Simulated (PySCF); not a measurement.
Structure problem from calculated spectra and properties.

Formula: C4H8BF3P2.

| Item | Value |
| --- | --- |
| Rotational structure | rotational constants A, B, C: 1.218, 0.634, 0.516 GHz [PBE0-D3(BJ)/def2-SVP] |
| Dipole | 4.57 D [PBE0/def2-SVPD] |
| 13C NMR | chemical shifts (computed TMS as zero) by class: 142.9 (1 C), 128.1 (1 C), 29.1 (1 C), 18.5 (1 C) ppm [GIAO PBE0/pcSseg-1] |
| NMR, other nuclei | isotropic shieldings of nuclei other than C and H, by class: 97 (1 B), 299 (3 F), 528 (1 P), 542 (1 P) ppm [GIAO PBE0/pcSseg-1] |
| Polarisability | 121.1 au [PBE0/def2-SVPD] |
| UV, strongest line | among the 10 lowest singlet transitions: S3 at 5.97 eV (208 nm, f = 0.185) [TDDFT PBE0/def2-SVPD] |

Gas-phase values; electronic properties from PySCF, density fitting. Levels stand in brackets. The structure is a single PBE0-D3(BJ)/def2-SVP conformer in the gas phase; no vibrational or solvent corrections. NMR values are class means; diastereotopic atoms form classes of their own.

**Question.** Propose a structure and show how it fits.

**Answer.** Numbering: `[CH2:1]=[CH:2][C@@H:3]1[CH2:4][P@@+:5]1([PH2:6])[B-:7]([F:8])([F:9])[F:10]`. 4 carbons fall into 4 classes; from least to most shielded: alkene CH carbon [C2] (142.9 ppm), terminal =CH2 carbon [C1] (128.1 ppm), ring sp3 carbon bound to phosphorus [C3] (29.1 ppm), ring sp3 carbon bound to phosphorus [C4] (18.5 ppm). The other shieldings belong to: 97 ppm, four-coordinate boron [B7]; 299 ppm, boron-bound fluorine [F8/F9/F10]; 528 ppm, three-coordinate phosphorus [P6]; 542 ppm, phosphorus bonded to B, 2 C and P [P5]. The optimised geometry has point group C1 and is an asymmetric top. Structure: `F[B-]([P@@+]1(C[C@H]1C=C)P)(F)F`. The assignments are read from this structure; whether some other isomer fits the data as well wasn't checked. The mirror image fits equally.

The values belong to the conformer `[CH2:1]=[CH:2][C@@H:3]1[CH2:4][P@@+:5]1([PH2:6])[B-:7]([F:8])([F:9])[F:10]`: C1–C2–C3–C4 -155°, C4–P5–B7–F8 31°, H–P6–P5–C4 111°, H–P6–P5–C4 -155°.
